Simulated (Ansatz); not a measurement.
Basis sets compared for the cluster Na₉⁺. Charge 1, multiplicity 1. Geometry r2SCAN/def2-SVP. Ansatz on 4 threads of Arm Neoverse V2 on a shared host; times are rough, and most runs start from earlier orbitals.

```csv
atom,x (Å),y (Å),z (Å)
Na1,-0.0277,2.3111,1.9046
Na2,3.5492,0.4975,2.0046
Na3,-0.3015,-0.1339,-3.6685
Na4,0.1989,-2.7554,-1.1438
Na5,1.6401,0.5243,-0.8873
Na6,0.4636,-1.2339,2.0903
Na7,-0.8627,3.2229,-1.5622
Na8,-2.7557,-2.6110,1.5668
Na9,-1.9043,0.1784,-0.3046
```

The restricted singlet is unstable towards broken spin symmetry in Hartree–Fock (as tested in another run); at PBE/def2-SVP, PBE/def2-TZVP, PBE0/def2-SVP, PBE0/def2-TZVP this wasn't settled. Another isomer (singlet) lies 0.11 eV lower at PBE0/def2-TZVP; other spin states weren't run for this one.

```json
{"level": "PBE/def2-SVP", "functions": "135", "energy (Eh)": "-1458.9968", "HOMO (eV)": "-5.66", "LUMO (eV)": "-4.64", "wall time": "3.9 s"}
{"level": "PBE0/def2-SVP", "functions": "135", "energy (Eh)": "-1459.1240", "HOMO (eV)": "-6.01", "LUMO (eV)": "-4.18", "wall time": "6.5 s"}
```

(1) Estimate the rows for PBE/def2-TZVP (with forces), PBE0/def2-TZVP.

Results:

(1) 
| level | functions | energy (Eh) | HOMO (eV) | LUMO (eV) | wall time |
| --- | --- | --- | --- | --- | --- |
| PBE/def2-TZVP (with forces) | 288 | -1459.5330 | -5.69 | -4.69 | 8 s |
| PBE0/def2-TZVP | 288 | -1459.6550 | -6.04 | -4.21 | 14 s |
